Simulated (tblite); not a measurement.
Task: What does the GFN2-xTB structure of InChI=1S/C6H8F/c1-4-5(7)6(4)2-3-6/h5H,2-3H2,1H3/t5-/m1/s1 look like in three dimensions? (Doublet state.)

Result: 
```xyz
15
C6H8F angstrom
C      2.1151   -0.1127    0.5624
C      0.7587    0.4525    0.5399
C      0.0450    1.4361   -0.2913
F      0.4788    1.6975   -1.5800
C     -0.5193    0.0821    0.0149
C     -1.8551   -0.4345    0.4402
C     -1.1599   -1.0383   -0.7464
H      2.7992    0.5680    1.0699
H      2.4944   -0.2566   -0.4563
H      2.1210   -1.0744    1.0730
H     -0.4001    2.3400    0.1121
H     -2.7177    0.1921    0.2680
H     -1.9000   -1.0076    1.3548
H     -1.5360   -0.8125   -1.7334
H     -0.7289   -2.0237   -0.6496
```

Orientation and origin are arbitrary. Atoms count from 1 in this order. C2 (carbon bonded to 3 C) is pyramidal (angles 136.9°, 135.5° and 62.1°, sum 334.6°, 0.38 Å off the plane of its three neighbours). The 3-membered ring C2–C3–C5 has internal angles of 57.6° to 62.1°. The 3-membered ring C5–C6–C7 has internal angles of 59.7° to 60.3°. The 7 C–C bonds span 1.430 Å (C2–C5, drawn single) to 1.502 Å (C6–C7, drawn single), a spread of 0.072 Å.

Bonds between heavy atoms (Å): C1–C2 1.470, C2–C3 1.472, C3–F4 1.385, C3–C5 1.498, C5–C6 1.494, C6–C7 1.502, C2–C5 1.430, C5–C7 1.498.

Structure optimised with GFN2-xTB, isolated species. This method treats the open shell by occupation alone, without spin polarisation.

Point group: C1 (no symmetry element, even within 0.4 Å). Its GFN2-xTB frequencies are all real (lowest 95 cm⁻¹).

These are computed values.
